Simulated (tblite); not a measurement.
Species: C₇H₁₃P.
Geometry (GFN2-xTB, Å), atoms numbered from 1 in this order:
```
atom  x, y, z in Å
C1    -1.9793   -0.4704    2.4113
C2    -1.7951   -0.3805    1.1052
P3    -0.3672   -1.1417    0.2605
C4    -1.2509   -1.7060   -1.2682
C5     0.3210    0.4458   -0.4387
C6     1.6056    0.2701   -1.2698
C7     2.3594    1.1846   -0.2930
C8     1.1000    1.2986    0.5783
H9    -2.8154   -0.0048    2.9099
H10   -1.2937   -1.0193    3.0360
H11   -2.4944    0.1671    0.4804
H12   -1.9001   -0.9254   -1.6644
H13   -1.8456   -2.5857   -1.0286
H14   -0.5129   -1.9808   -2.0199
H15   -0.4689    0.9953   -0.9595
H16    1.5434    0.6369   -2.2932
H17    1.9789   -0.7535   -1.2874
H18    2.6803    2.1285   -0.7299
H19    3.2105    0.7191    0.1994
H20    1.1939    0.8289    1.5571
H21    0.7215    2.3102    0.7141
```

Level: GFN2-xTB in tblite, geometry and Hessian alike; calculated harmonic values, unscaled, isolated species. Errors from tens to a few hundred cm⁻¹ against measured bands are possible. One conformer, not necessarily the lowest. The optimisation stopped once no atom felt more than 0.01 eV/Å.

Lowest wavenumbers of the output (negative numbers stand for imaginary wavenumbers):
```
mode    cm-1
  1     -36.1
  2      33.4
  3      53.8
  4     130.8
  5     165.9
  6     202.2
  7     215.4
  8     297.6
  9     303.4
 10     357.4
 11     536.1
 12     628.0
 13     699.4
 14     731.9
 15     780.3
```

Task: Is this structure a minimum?

Result: Not by this Hessian. 1 mode is imaginary beyond 20i (36i cm⁻¹), so at this level the point lies at or near a first-order saddle. The curvature is small, so loose convergence or finite differences may be the whole cause.

Task: Which atoms move in the imaginary mode?

Result: 36i: C7 (four-membered-ring carbon) 28 %, H19 (methylene hydrogen) 15 %, H18 (methylene hydrogen) 12 %. These are shares of the mass-weighted motion.

Task: What is the remedy?

Result: Step along that mode in both directions, optimise again with tighter thresholds and repeat the frequencies. The zero-point energy of this point (111.9 kcal/mol) counts the 56 real modes alone, and thermal corrections from it aren't those of a minimum.
